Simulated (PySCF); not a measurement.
## Stretching KBr

Set-up: basis K x2c-SVPall, Br x2c-SVPall; spin-free X2C with a Gaussian nucleus; PySCF 2.14. Energies in eV from K + Br in their ground configurations at the same level. State: ¹Σ⁺ (singlet), closed shell.

Curves on a restricted Hartree–Fock reference rise too fast on stretching and do not dissociate correctly.

```
R (Å)  RHF-MP2    MN15     PBE  RHF-CCSD
2.438   -2.901  -3.178  -3.120          
2.551   -3.292  -3.509  -3.461    -3.128
2.665   -3.508  -3.682  -3.642    -3.349
2.750   -3.589  -3.738  -3.704    -3.432
2.835   -3.619  -3.750  -3.721    -3.465
2.920   -3.611  -3.729  -3.705    -3.459
3.034   -3.560  -3.664  -3.646    -3.411
3.175   -3.452  -3.546  -3.534    -3.305
3.345   -3.284  -3.370  -3.366    -3.140
3.572   -3.028  -3.110  -3.119
```

Task: Put a parabola through the three lowest points of the RHF-MP2 curve and estimate Re, k and ωe (reduced mass 26.08 u; 1 eV/Å² = 0.16022 mdyn/Å; ωe = 1302.8·√(k/μ) cm⁻¹).

Result: Through R = 2.75, 2.835, 2.92 Å the second-order coefficient is 2.63 eV/Å², so Re ≈ 2.860 Å, k ≈ 0.843 mdyn/Å and ωe ≈ 234 cm⁻¹. A polynomial fit of higher order to the unrounded RHF-MP2 energies gives Re = 2.857 Å, k = 0.759 mdyn/Å, ωe = 222 cm⁻¹; anharmonicity and rounding make the difference.

The higher-order fit for each curve: RHF-MP2: Re = 2.857 Å, ωe = 222 cm⁻¹, De = 3.62 eV; MN15: Re = 2.819 Å, ωe = 223 cm⁻¹, De = 3.75 eV; PBE: Re = 2.831 Å, ωe = 220 cm⁻¹, De = 3.72 eV; RHF-CCSD: Re = 2.863 Å, ωe = 221 cm⁻¹, De = 3.47 eV.

Correlated steps freeze 14 core orbitals. Correlated levels converge slowly with the basis: in double zeta they bind strong bonds too weakly, by up to about 1 eV, and carry superposition errors of some tenths. Where the molecule has an RHF reference, its open-shell atoms are computed with UHF.
